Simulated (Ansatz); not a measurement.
Two isomers of CH5BOSi: A = `B1CO[SiH2]1`, B = `O[SiH]1BC1`.

Computed with Ansatz on PBE0-D4/def2-TZVP structures; ΔE is electronic, products minus reactants. CCSD(T)/CBS is the MP2 limit (def2-TZVPP, def2-QZVPP) plus CCSD(T) − MP2 in def2-TZVPP, frozen cores. Functionals use def2-TZVPP. B3LYP here is the variant with VWN-RPA as its local correlation; programs differ in this. Each species was taken in one conformer, which may not be the lowest.

A:

Z-matrix (Å, degrees):
```
C
O 1 1.451
Si 1 2.352 2 45.2
B 1 1.572 2 102.7 3 0.0
H 1 1.100 2 110.5 3 121.5
H 1 1.100 2 110.5 3 -121.5
H 3 1.491 1 125.6 2 -81.8
H 3 1.491 1 125.6 2 81.8
H 4 1.190 1 130.0 2 180.0
```

B:

Z-matrix (Å, degrees):
```
Si
B 1 1.884
C 1 2.060 2 43.8
O 1 1.643 2 125.8 3 -74.9
H 1 1.490 2 126.6 3 100.6
H 2 1.187 1 138.2 3 -133.8
H 3 1.096 1 80.9 2 -138.1
H 3 1.089 1 145.8 2 109.0
H 4 0.959 1 116.7 2 155.1
```

(1) Which is lower in electronic energy at CCSD(T)/CBS, and by how much? (An estimate is asked.)

(2) Give E(B) − E(A) in kJ/mol with B2PLYP, MP2/def2-TZVPP, B3LYP-D4, CCSD(T)/def2-TZVPP, ωB97M-V, HF/def2-TZVPP, PBE0-D4. (An estimate is asked.)

(3) Does the order hold for the free energy at 298.15 K (harmonic terms from PBE0-D4)? (An estimate is asked.)

Largest T1 diagnostic: 0.014.

Answers

(1) Computed: B, by 32.1 kJ/mol.

(2) Computed: B2PLYP -29.9, MP2/def2-TZVPP -39.0, B3LYP-D4 -26.7, CCSD(T)/def2-TZVPP -29.5, ωB97M-V -30.4, HF/def2-TZVPP 10.8, PBE0-D4 -30.4. The order is the other way round with HF/def2-TZVPP.

(3) The calculation gave: Yes: G(B) − G(A) = -30.6 kJ/mol, for one conformer each.

From PBE to PBE0 (25 % exact exchange), in def2-TZVPP and without D4, E(B) − E(A) moves by +9.4 kJ/mol. In def2-TZVPP, CCSD(T) changes the Hartree–Fock value by −40.4 kJ/mol (the triples alone add −7.8 kJ/mol) and MP2 by −49.8 kJ/mol.
